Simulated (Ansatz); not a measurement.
Reaction (formal exchange of groups at the Si–F bond): `F[SiH](Cl)C[SiH3]` + `OC(F)Cl` → `[SiH3]C[SiH2]Cl` + `OC(F)(F)Cl`

Calculated with Ansatz (gas phase, PBE0-D4/def2-TZVP geometries, no zero-point term in ΔE). CBS: MP2 limit from def2 TZ/QZ plus the TZ coupled-cluster correction, frozen cores. One conformer a species, not always the lowest.

`F[SiH](Cl)C[SiH3]`:

```xyz
11

F     1.034   -1.548    1.373
Si   -0.234   -0.582    1.405
Cl   -0.327    0.237    3.276
C    -0.039    0.726    0.122
Si    0.237    0.094   -1.628
H    -1.438   -1.415    1.215
H     0.796    1.377    0.403
H    -0.946    1.341    0.136
H     1.560   -0.570   -1.731
H    -0.824   -0.886   -1.983
H     0.181    1.226   -2.589
```

`OC(F)Cl`:

Cartesian coordinates in Å:
```
O -0.437 0.717 -0.750
C 0.187 -0.272 -0.082
F -0.690 -1.217 0.341
Cl 1.047 0.324 1.376
H -1.033 1.181 -0.150
H 0.925 -0.733 -0.735
```

`[SiH3]C[SiH2]Cl`:

```xyz
11

Si    0.537   -0.288   -1.526
C    -0.017   -0.704    0.218
Si   -0.482    0.770    1.245
Cl   -1.062    0.172    3.132
H     0.887   -1.527   -2.270
H    -0.550    0.416   -2.256
H     1.730    0.598   -1.488
H    -0.877   -1.379    0.164
H     0.790   -1.244    0.725
H     0.670    1.689    1.410
H    -1.625    1.498    0.644
```

`OC(F)(F)Cl`:

```xyz
6

O    -0.351    0.110   -1.045
C     0.167    0.028    0.191
F     0.259   -1.248    0.604
F    -0.610    0.650    1.094
Cl    1.763    0.758    0.191
H    -1.227   -0.298   -1.035
```

```
            species  HF/def2-QZVPP energy (Eh)
`F[SiH](Cl)C[SiH3]`                -1178.44040
          `OC(F)Cl`                 -672.96037
  `[SiH3]C[SiH2]Cl`                -1079.45570
       `OC(F)(F)Cl`                 -771.87032
```

(1) Work out ΔE.

Largest T1 diagnostic among the species: 0.011.

Results:

(1) ΔE = (-1079.45570) + (-771.87032) − (-1178.44040) − (-672.96037) = 0.07475 Eh = +46.9 kcal/mol. CCSD(T)/CBS gives +47.5 kcal/mol.
